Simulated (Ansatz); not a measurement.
Ideal-gas functions of ClH$_{3}$S$_{3}$Ti (`[SH][Ti]([SH])([SH])[Cl]`) at 600 K and 1 bar, from an Ansatz frequency run at PBE0-D4/def2-TZVP.

Molar mass 182.54 g/mol, point group C3 (symmetry number 3), electronic degeneracy 1, moments of inertia 451.581, 460.405, 460.424 u Å². Harmonic wavenumbers (cm⁻¹, unscaled): 75, 75, 129, 129, 130, 146, 146, 256, 362, 392, 392, 453, 509, 520, 520, 2699, 2699, 2699.

Use S(trans) = R[1.5 ln M + 2.5 ln T − 1.1517]; rotational temperatures θ = 24.2544 K / I; S(rot) = R[ln(√π/σ · √(T³/θAθBθC)) + 1.5]; for each mode x = 1.438777 ν̃/T, S = R[x/(eˣ − 1) − ln(1 − e⁻ˣ)] and H = RT x/(eˣ − 1); 1 cm⁻¹ = 0.0119627 kJ/mol; R = 8.31446 J/(mol·K).

Problem. By hand: the entropy, in J/(mol·K).

Solution. Translation 188.3. Rotation: θ = 0.0537, 0.0527, 0.0527 K, giving 124.5. Vibration, mode by mode: 22.59, 22.59, 18.10, 18.10, 18.04, 17.08, 17.08, 12.50, 9.75, 9.13, 9.13, 8.02, 7.15, 7.00, 7.00, 0.10, 0.10, 0.10, in all 203.6. Electronic 0.0. Sum 516.4 J/(mol·K).

Problem. By hand: H − E and G − E in kJ/mol, counted from the electronic energy.

Solution. Zero-point energy ½ × 12331 × 0.0119627 = 73.8; thermal vibration 53.4; translation, rotation and pV give 4 RT = 20.0. H − E = 147.2 kJ/mol, and G − E = 147.2 − 600 × 516.4/1000 = -162.6 kJ/mol.

Vibration gives 39 % of the entropy, 133.6 J/(mol·K) of it from the modes under 150 cm⁻¹: soft modes count most, and the harmonic formula is weakest for them. The sum counts one conformer and one mirror image; others add a mixing term.
